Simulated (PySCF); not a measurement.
HfO₂, multiplicity 1. Atoms are numbered in the order given.

```xyz
3

Hf     0.0000     0.0000    -0.1917
O      0.0000    -1.4459     0.8628
O      0.0000     1.4459     0.8628
```

Geometry optimised at B3LYP-D3(BJ)/def2-TZVP. The multiplicity is an assumed one; other spin states were not compared. The isomer is the one that the SMILES or the coordinates give; other isomers of the formula were not compared. The def2 effective core potentials stand for the cores of Hf; spin–orbit coupling is left out.

Method: PBE/def2-TZVPD in PySCF.

Symmetry labels are those of the subgroup C2v that the program uses (full group C2v).

Computed valence orbital energies around the gap with their symmetry:
```csv
orbital,symmetry,energy (eV)
HOMO−7,A1,-20.48
HOMO−6,B2,-20.04
HOMO−5,A1,-7.34
HOMO−4,B2,-7.10
HOMO−3,A2,-7.04
HOMO−2,B1,-6.68
HOMO−1,A1,-6.52
HOMO,B2,-5.39
LUMO,A1,-4.21
LUMO+1,B1,-2.42
LUMO+2,A1,-2.27
LUMO+3,B2,-0.70
```
